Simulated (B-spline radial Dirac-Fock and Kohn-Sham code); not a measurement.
# 3p3/2 emission of W⁵⁺

System: W⁵⁺ in the configuration 1s2 2s2 2p6 3s2 3p6 3d10 4s2 4p6 4d10 4f14 5s2 5p6 5d1.

The run's input, task.json:

```json
{"items": [{
  "Z": 74,
  "q": 5,
  "cfg": [[1, 0, 2], [2, 0, 2], [2, 1, 6], [3, 0, 2], [3, 1, 6], [3, 2, 10], [4, 0, 2], [4, 1, 6], [4, 2, 10], [4, 3, 14], [5, 0, 2], [5, 1, 6], [5, 2, 1]],
  "A": 184,
  "rrms": 5.3658,
  "do": ["binding", "quiet", "decay"],
  "holes": ["K", "L1", "L2", "L3", "M1", "M2", "M3", "M4", "M5", "N1", "N2", "N3", "N4", "N5", "N6", "N7"]
}]}
```

Launch: `python xray_run.py task.json out`

Calculated with a radial finite-basis atomic code, using independent-particle rates on relativistic LDA orbitals of the hole state (multipoles up to L = 3, Coulomb Auger matrix elements, transition energies from Dirac-Fock).

```tsv
line	multipole	energy (eV)	width (meV)	share (%)
M3-M4	E1	413.2	0.104	0.327
M3-M5	E1	475.6	1.48	4.66
M3-N1	E1	1683.2	5.25	16.5
M3-N2	E2	1786.8	0.0120	0.0380
M3-N3	E2	1854.6	0.0102	0.0322
M3-N4	E1	2024.9	2.63	8.30
Mγ (M3-N5)	E1	2037.4	20.8	65.4
M3-O1	E1	2205.6	1.02	3.20
M3-N6	E2	2252.1	0.0258	0.0813
M3-N7	E2	2254.2	0.152	0.478
M3-O4	E1	2292.3	0.0325	0.102
M3-O5	E1	2293.3	0.261	0.822
```

The listed lines hold 100.0 % of the radiative rate. The radiative width is 0.0317 eV in the length form and 0.0313 eV in the velocity form; the two differ because the transition energies are not eigenvalue differences of the potential that gave the orbitals.
